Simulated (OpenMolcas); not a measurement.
## Br4+: the spin-orbit constant, worked from levels

```json
{
 "Program": "OpenMolcas",
 "Basis": "ANO-R3 [7s6p5d4f2g]",
 "Scalar Hamiltonian": "X2C, finite nucleus",
 "Active space": "1 electron in 9 orbitals (RAS2 4p; RAS3 4d 5s, at most 1 electron)",
 "State averaging": "2S+1 = 2 odd, 3 roots; 2S+1 = 2 even, 6 roots",
 "Spin-orbit coupling": "RASSI with atomic mean-field integrals over the reference wave functions, term energies averaged over their components"
}
```

Methods: RASSCF; SS-RASPT2, IPEA 0.25 Eh, imaginary shift 0.1 Eh (closed shells correlated: 3d 4s). Measured levels: Moore, Atomic Energy Levels, vol. II, NSRDS-NBS 35 (1971 reprint of NBS Circular 467, 1952).

**The spin-orbit constant.** For the Hund term ²P° of p1, E(J) = (A/2) J(J+1) + constant and ζ = 2S·A = A. From J = 1/2 to J = 3/2 the energy changes by 1.5 A.

```csv
Source,E(3/2) - E(1/2),A,ζ
RASSCF,5492.3,3661.5,3662
SS-RASPT2,5492.3,3661.5,3662
measured,6090.0,4060.0,4060
```

All in cm-1. SS-RASPT2 is off by -9.8 % and RASSCF by -9.8 %. Both methods take the spin-orbit matrix elements from the reference wave functions, so the second can move ζ only through the term energies and any multistate remixing.

Over all roots computed the reference weight is 0.90 to 0.96 in SS-RASPT2; the roots of lowest weight are the least certain, and an intruder state may touch them. With one active electron the reference holds no correlation, so core polarisation is missing (holds for RASSCF). With one active electron, CASPT2 adds the correlation within the correlated inactive shells and between them and that electron, and leaves the splitting within a term as the reference gives it (holds for SS-RASPT2). Measured partners are found by configuration, term and J. A level has none where our copy of the source lacks it or the pairing is in doubt (some pairs that miss far off the trend of their configuration count as doubtful), and it then counts in no deviation. Only configurations of the active space appear.

° marks odd parity.
